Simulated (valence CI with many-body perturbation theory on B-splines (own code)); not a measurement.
# Level structure of Hg⁷⁵⁺

Computed by relativistic CI+MBPT: three valence electrons over a frozen Dirac-Fock core [He], radial functions for each j: 11 s, 11 p, 9 d, 7 f, 5 g, 2 h, 1 i, with the one-electron correlation potential Σ1 (screened to all orders), the two-electron term Σ2, the three-electron term Σ3, Breit, model QED; selected single and double excitations, second order for the rest (own B-spline code, finite nucleus).

The last digits are not significant, and no measured levels were compared; by estimate large intervals hold to a few tenths of a per cent, small ones and those within an open d or f shell to about a per cent.

Levels 91 to 103 of 103, with energies above the lowest level, (2s^2 2p1/2) J=1/2. "Leading %" is the weight of the configuration and term that name the level; weights of strongly mixed levels are sums over their largest components and can fall short. In the jj column 3d3/2^4 stands for four electrons in 3d with j = 3/2.

```csv
No.,Configuration,Term,J,E (eV),Leading %,Leading jj,Second component
91,2p2.3p,2P°,1/2,16203,87,2p1/2 2p3/2 3p3/2 (99 %),8 % 2p2.3p 4D°
92,2p2.3d,2G,7/2,16208,56,2p1/2 2p3/2 3d3/2 (99 %),25 % 2p2.3d 2F
93,2p2.3d,2D,5/2,16226,38,2p1/2 2p3/2 3d3/2 (99 %),32 % 2p2.3d 2F
94,2p2.3d,2D,3/2,16232,47,2p1/2 2p3/2 3d3/2 (100 %),18 % 2p2.3d 2P
95,2p2.3d,2P,1/2,16243,39,2p1/2 2p3/2 3d3/2 (100 %),32 % 2p2.3d 4P
96,2p2.3d,4D,7/2,16347,46,2p1/2 2p3/2 3d5/2 (100 %),39 % 2p2.3d 4F
97,2p2.3d,2G,9/2,16365,65,2p1/2 2p3/2 3d5/2 (100 %),35 % 2p2.3d 4F
98,2p2.3d,2P,3/2,16368,41,2p1/2 2p3/2 3d5/2 (100 %),24 % 2p2.3d 4P
99,2p2.3d,2F,5/2,16369,44,2p1/2 2p3/2 3d5/2 (100 %),18 % 2p2.3d 4D
100,2p2.3d,2D,5/2,16388,56,2p1/2 2p3/2 3d5/2 (99 %),30 % 2p2.3d 4P
101,2p2.3d,2F,7/2,16395,71,2p1/2 2p3/2 3d5/2 (99 %),12 % 2p2.3d 4F
102,2p2.3d,2D,3/2,16405,57,2p1/2 2p3/2 3d5/2 (100 %),29 % 2p2.3d 2P
103,2p2.3d,2P,1/2,16411,56,2p1/2 2p3/2 3d5/2 (100 %),38 % 2p2.3d 2S
```
